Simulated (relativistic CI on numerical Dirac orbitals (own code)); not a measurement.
Values are calculated unless marked as measured or tabulated.
Quantum defects of the nf series of Cr5+

Problem. The nf 2F° levels with J = 7/2 of Cr5+ lie at 4f: 482517.1, 5f: 568993.0, 6f: 618849.0 cm⁻¹ (Sugar and Corliss, J. Phys. Chem. Ref. Data 6, 317 (1977)), and the ionisation limit at 731019.8 cm⁻¹ (NIST ASD). Find the quantum defects and predict 7f.

Working.
1. The outer electron sees the charge z = 6; R = 109736.16 cm⁻¹ for this mass. The binding energy T = limit − E defines n* = z√(R/T).
2. Values: 4f: T = 248502.7, n* = 3.9871, δ = n − n* = 0.0129; 5f: T = 162026.8, n* = 4.9378, δ = n − n* = 0.0622; 6f: T = 112170.8, n* = 5.9345, δ = n − n* = 0.0655.
3. With δ held at 0.0655: E(7f) = limit − Rz²/(7 − δ)² = 648867.8 cm⁻¹.
4. The Ritz form δ = δ₀ + a/n*² through the last two members has a = -0.2585 and δ₀ = 0.0728, so with n* ≈ 7 − 0.0655, δ(7) = 0.0674 and E = 648821.2 cm⁻¹.

Check. The measured level is 648533.0 cm⁻¹ (δ = 0.0796), so the two predictions miss by 334.8 and 288.2 cm⁻¹. The defect is small because the centrifugal barrier keeps this electron outside the core, where mainly core polarisation acts.
